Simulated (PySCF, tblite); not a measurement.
Species: C3H3F2NSi.
Atom-mapped SMILES: `[N:1]#[C:2][C:3]([SiH3:4])=[C:5]([F:6])[F:7]` (hydrogens: H8, H9, H10 on Si4)

Geometry (GFN2-xTB, Å), atoms numbered from 1 in this order:
```
atom  x, y, z in Å
N1     2.664    0.322    1.214
C2     1.641    0.029    0.789
C3     0.357   -0.241    0.287
Si4   -0.925    1.169    0.355
C5     0.075   -1.440   -0.197
F6    -1.106   -1.788   -0.689
F7     0.897   -2.476   -0.277
H8    -1.971    0.833   -0.604
H9    -0.202    2.386   -0.002
H10   -1.420    1.209    1.730
```

The calculation used wB97X-D/def2-SVPD in PySCF (dipole) on a GFN2-xTB geometry, gas phase.

Masses are those of the commonest isotopes; rigid-rotor values at the optimised geometry. 

(1) What are A, B and C (MHz)?

(2) Classify the top.

(3) What does the inertial defect say?

(4) Give the other two planar moments, Paa and Pbb, and the rms extents of the mass along the axes.

(5) List the rotational levels J(Ka,Kc) to J = 3 (K).

(6) Which types of transition are allowed, and where do some lines up to J = 4 fall?

Results:

(1) Ia = 214.67, Ib = 247.67, Ic = 456.43 u·Å²; 505379 MHz·u·Å²/I gives A = 2354, B = 2040, C = 1107 MHz.

(2) An asymmetric top; Ray's κ = 0.497.

(3) Not planar: Δ = Ic − Ia − Ib = -5.92 u·Å². For a rigid frame Δ = −2 Σ m c², so Σ m c² = 2.96 u·Å² lies off the ab plane, practically all of it from hydrogen. The atom farthest from that plane is 1.38 Å away.

(4) Paa = Σ m a² = (Ib + Ic − Ia)/2 = 244.72 and Pbb = Σ m b² = (Ia + Ic − Ib)/2 = 211.71 u·Å². With the mass M = 119.00 u, the rms extents √(P/M) along a, b and c are 1.43, 1.33, 0.16 Å.

(5) Above 0(0,0), as E/k:
J = 1: 1(0,1) 0.151, 1(1,1) 0.166, 1(1,0) 0.211
J = 2: 2(0,2) 0.420, 2(1,2) 0.423, 2(1,1) 0.558, 2(2,1) 0.603, 2(2,0) 0.636
J = 3: 3(0,3) 0.792, 3(1,3) 0.793, 3(1,2) 1.041, 3(2,2) 1.056, 3(2,1) 1.170, 3(3,1) 1.260, 3(3,0) 1.281
The levels of one J sum to (2J + 1)J(J + 1)(A + B + C)/3.

(6) The dipole components are |μa| = 0.53 D, |μb| = 3.68 D, |μc| = 0.02 D. Intensities carry the squares of the components, which stand as 0.02 : 1.00 : 0.00 (a : b : c). Some lines, for components of 0.1 D or more:

```csv
type,branch,"J(Ka,Kc)",MHz,lower level (cm⁻¹)
a,Q,"3(3,0) ← 3(3,1)",427,0.876
a,Q,"1(1,0) ← 1(1,1)",933,0.115
b,Q,"3(3,0) ← 3(2,1)",2300,0.813
b,Q,"3(2,1) ← 3(1,2)",2692,0.724
a,Q,"2(1,1) ← 2(1,2)",2800,0.294
b,Q,"2(1,1) ← 2(0,2)",2866,0.292
b,Q,"4(4,0) ← 4(3,1)",3303,1.384
b,Q,"3(3,1) ← 3(2,2)",4249,0.734
b,Q,"4(2,2) ← 4(1,3)",4859,1.132
b,Q,"4(4,1) ← 4(3,2)",4935,1.322
b,R,"2(0,2) ← 1(1,1)",5296,0.115
a,R,"2(1,2) ← 1(1,1)",5362,0.115
b,R,"2(1,2) ← 1(0,1)",5676,0.105
a,Q,"4(1,3) ← 4(1,4)",7473,0.882
b,Q,"4(1,3) ← 4(0,4)",7474,0.882
b,Q,"4(2,3) ← 4(1,4)",7535,0.882
b,R,"3(0,3) ← 2(1,2)",7686,0.294
a,R,"3(0,3) ← 2(0,2)",7753,0.292
b,R,"2(2,0) ← 1(1,1)",9789,0.115
b,R,"4(0,4) ← 3(1,3)",9933,0.551
b,R,"4(1,4) ← 3(0,3)",9943,0.551
b,R,"4(1,3) ← 3(2,2)",11918,0.734
a,R,"4(1,3) ← 3(1,2)",12233,0.724
b,R,"4(4,1) ← 3(3,0)",17890,0.890
b,R,"4(4,0) ← 3(3,1)",18545,0.876
b,R,"4(3,1) ← 3(2,2)",19491,0.734
b,R,"4(2,2) ← 3(1,3)",22266,0.551
```

Its GFN2-xTB frequencies are all real (lowest 28 cm⁻¹). No vibrational averaging or centrifugal distortion is included, and the geometry carries the error of its method. A rigid rotor knows nothing of internal rotation, which can split or shift real lines. Quadrupole hyperfine structure (14N) is left out.
